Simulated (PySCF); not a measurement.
IPb (SMILES [I][Pb+]), charge +1, singlet, at a GFN2-xTB geometry (such geometries of metal compounds can be far from the true shape) (core potentials on I, Pb). Base run: M062X/def2-SVP (PySCF).

The PySCF input:
```python
from pyscf import gto, scf, dft

mol = gto.Mole()
mol.atom = '''
    Pb   -0.000000   -0.000000   -1.039091
    I     0.000000    0.000000    1.607650
'''
mol.basis = 'def2-svp'
mol.ecp = {'I': 'def2-svp', 'Pb': 'def2-svp'}
mol.charge = 1
mol.spin = 0
mol.verbose = 4
mol.build()

mf = dft.RKS(mol)
mf.xc = 'm062x'
mf.kernel()
mf.analyze()
```

The base run was repeated with changes; each row names its change, and settings that it needs were set with it.

| change | E (Eh) | HOMO (eV) | HOMO-LUMO gap (eV) | core-seconds (rough) |
|---|---|---|---|---|
| base | -490.16129 | -14.08 | 6.42 | 4 |
| functional = scan | -490.53357 | -12.51 | 3.27 | 6 |
| functional = lda,vwn | -489.69754 | -12.41 | 2.99 | 2 |
| functional = wb97x | [?] | [?] | [?] | 8 |
| functional = camb3lyp | [?] | [?] | [?] | 7 |
| functional = blyp | -490.29565 | -12.00 | 2.93 | 3 |
| functional = tpssh | -490.21674 | -12.61 | 3.80 | 6 |
| functional = pbe; dispersion = d3zero | -490.38751 | -12.18 | 3.03 | 4 |
| functional = hse06 | [?] | [?] | [?] | 10 |
| functional = r2scan | -490.56920 | -12.44 | 3.40 | 4 |
| functional = wb97x_v | -490.31577 | -15.22 | 8.58 | 40 |
| functional = b3lyp | -490.52850 | -12.94 | 4.20 | 3 |
| functional = blyp; dispersion = d3bj | [?] | -12.00 | 2.93 | 2 |

**Question.** Some entries are withheld; supply them.

**Answer.** 
- functional = wb97x, E (Eh): -490.44259
- functional = wb97x, HOMO (eV): -15.20
- functional = wb97x, HOMO-LUMO gap (eV): 8.53
- functional = camb3lyp, E (Eh): -490.32921
- functional = camb3lyp, HOMO (eV): -14.30
- functional = camb3lyp, HOMO-LUMO gap (eV): 6.66
- functional = hse06, E (Eh): -490.37554
- functional = hse06, HOMO (eV): -12.77
- functional = hse06, HOMO-LUMO gap (eV): 3.87
- functional = blyp; dispersion = d3bj, E (Eh): -490.30019

Absolute energies of different levels of theory aren't comparable as measures of quality.
